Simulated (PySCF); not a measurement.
Compound: C2H5BSn.
Bonds: B1–Sn2, Sn2–C3, C3–C4 (triple). Hydrogens: H5, H6 on B1; H7, H8 on Sn2; H9 on C4.

Method: PySCF, PBE0-D3(BJ)/def2-SVP geometry optimisation, gas phase, def2 core potentials past Kr; density fitting, grid level 1; the optimiser is geomeTRIC in internal coordinates, started from a GFN2-xTB structure with every atom displaced at random (about 0.01 Å).

Step 6: E = -8653.6968 eV
```
atom  x, y, z in Å  |  force x, y, z in eV/Å
B1     -1.8416   -0.8322    0.7379   -0.021   0.000   0.005
Sn2     0.3780   -0.6661    0.3977    0.005  -0.008  -0.022
C3      0.7738    1.0619   -0.7305   -0.046  -0.025   0.023
C4      0.9518    2.0719   -1.3867    0.048   0.013  -0.029
H5     -2.2921   -1.2174    1.7893    0.011  -0.012  -0.001
H6     -2.6063   -0.5552   -0.1534    0.017   0.017  -0.003
H7      0.9392   -1.9880   -0.5463    0.007   0.012   0.035
H8      1.3305   -0.5519    1.8176   -0.007  -0.005  -0.019
H9      1.1292    2.9556   -1.9742   -0.014   0.009   0.012
```

Step 7: E = -8653.6982 eV
```
atom  x, y, z in Å  |  force x, y, z in eV/Å
B1     -1.8424   -0.8323    0.7382   -0.016  -0.003   0.008
Sn2     0.3756   -0.6521    0.4042    0.001  -0.017  -0.013
C3      0.7932    1.0656   -0.7290   -0.087   0.003  -0.010
C4      0.9541    2.0684   -1.4010    0.081   0.001  -0.015
H5     -2.2819   -1.3148    1.7537    0.007  -0.008  -0.005
H6     -2.6143   -0.4766   -0.1176    0.012   0.021  -0.002
H7      0.9335   -1.9836   -0.5261    0.018  -0.001   0.021
H8      1.3177   -0.5412    1.8293    0.006  -0.002   0.001
H9      1.1270    2.9452   -2.0004   -0.023   0.006   0.015
```

Step 8: E = -8653.6999 eV
```
atom  x, y, z in Å  |  force x, y, z in eV/Å
B1     -1.8437   -0.8320    0.7383   -0.002  -0.005   0.004
Sn2     0.3723   -0.6406    0.4087    0.007  -0.028   0.005
C3      0.8064    1.0666   -0.7318   -0.108   0.031  -0.047
C4      0.9567    2.0626   -1.4168    0.094  -0.009   0.011
H5     -2.2715   -1.4131    1.7061   -0.002  -0.003  -0.008
H6     -2.6214   -0.3901   -0.0704    0.001   0.019   0.004
H7      0.9358   -1.9836   -0.4994    0.022  -0.011   0.001
H8      1.3041   -0.5272    1.8393    0.011   0.005   0.019
H9      1.1238    2.9361   -2.0226   -0.023   0.001   0.011
```

Step 9: E = -8653.7027 eV
```
atom  x, y, z in Å  |  force x, y, z in eV/Å
B1     -1.8465   -0.8324    0.7384    0.019  -0.002  -0.004
Sn2     0.3669   -0.6286    0.4127    0.022  -0.040   0.024
C3      0.8147    1.0641   -0.7425   -0.111   0.051  -0.085
C4      0.9613    2.0514   -1.4413    0.084  -0.016   0.053
H5     -2.2604   -1.5505    1.6160   -0.016   0.004  -0.007
H6     -2.6292   -0.2613    0.0213   -0.016   0.010   0.012
H7      0.9515   -1.9872   -0.4552    0.022  -0.017  -0.027
H8      1.2828   -0.5009    1.8517    0.011   0.018   0.038
H9      1.1214    2.9242   -2.0498   -0.015  -0.008  -0.002
```

Task: Estimate the geometry and energy of step 10. (The exact step hangs on the optimiser's Hessian estimate; all steps are aligned on step 9, rigid shifts and turns removed.)

Result: E = -8653.7056 eV, largest force 0.126 eV/Å
```
atom  x, y, z in Å  |  force x, y, z in eV/Å
B1     -1.8495   -0.8345    0.7382    0.034   0.002   0.000
Sn2     0.3630   -0.6282    0.4111    0.030  -0.037   0.028
C3      0.8050    1.0578   -0.7567   -0.073   0.047  -0.091
C4      0.9655    2.0416   -1.4574    0.044  -0.012   0.077
H5     -2.2600   -1.6327    1.5450   -0.026   0.004  -0.007
H6     -2.6311   -0.1750    0.1005   -0.023   0.000   0.011
H7      0.9784   -1.9922   -0.4252    0.012  -0.014  -0.041
H8      1.2661   -0.4760    1.8567    0.001   0.025   0.040
H9      1.1250    2.9179   -2.0608    0.000  -0.015  -0.016
```

The energy changes by -0.0029 eV. The first-order estimate −F·Δx gives -0.0038 eV and the mean of the old and new forces, exact on a quadratic surface, -0.0029 eV. The step makes an angle of 84° with the force vector and moves no atom by more than 0.117 Å.

What follows is the cost of the whole optimisation. On Intel Xeon at 2.60 GHz, one thread, on a shared host, this took 50 s of wall time and 0.39 GiB of memory at its peak.
